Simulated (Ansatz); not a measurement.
The first iterations of a band of CH8BFOSi2 (14 atoms, charge 0, multiplicity 1).

These are results of RKS B3LYP-D4/def2-SVP in Ansatz 0.2.0, not measurements.

```json
{
 "movable images": "5",
 "climbing image": "yes",
 "spring": "5.0 eV/Å²",
 "optimiser": "quadratic models (default)",
 "start path": "IDPP",
 "force threshold": "0.05 eV/Å",
 "iteration limit": "60",
 "end points": "relaxed"
}
```

Image 0:

```xyz
14
Properties=species:S:1:pos:R:3
F -2.999 0.696 1.676
B -1.681 0.632 1.554
O -1.186 0.170 0.393
C 0.229 0.048 0.130
Si 0.622 -1.800 -0.139
Si 0.660 1.195 -1.332
H -0.976 0.985 2.471
H 0.811 0.390 1.009
H -0.115 -2.308 -1.329
H 2.090 -1.953 -0.356
H 0.208 -2.565 1.071
H 2.127 1.116 -1.590
H 0.285 2.595 -0.980
H -0.086 0.769 -2.548
```

Image 6:

```xyz
14
Properties=species:S:1:pos:R:3
F -2.232 1.317 2.361
B -1.055 0.876 1.938
O -0.968 0.460 0.663
C 0.251 -0.046 0.079
Si -0.045 -1.862 -0.424
Si 0.757 1.123 -1.342
H -0.114 0.860 2.696
H 1.066 -0.035 0.829
H -1.116 -1.936 -1.457
H 1.222 -2.423 -0.977
H -0.458 -2.638 0.780
H 0.941 2.499 -0.797
H -0.301 1.137 -2.389
H 2.039 0.638 -1.931
```

| iteration | highest image above the first end (eV) | largest band force component (eV/Å) |
| --- | --- | --- |
| 1 | 0.158 | 0.638 |
| 2 | 0.105 | 0.224 |

Q: Does the band converge within its limit, and where does its top end?

A: The run converged. It ended after 6 iterations with the highest image 0.096 eV above the first end. A vibrational analysis at the climbing image gives one clearly imaginary mode, 144i cm⁻¹: a first-order saddle point.

Run time: 2.7 min on 2 threads of Arm Neoverse V1, with other jobs on the host, peak memory 0.34 GiB.
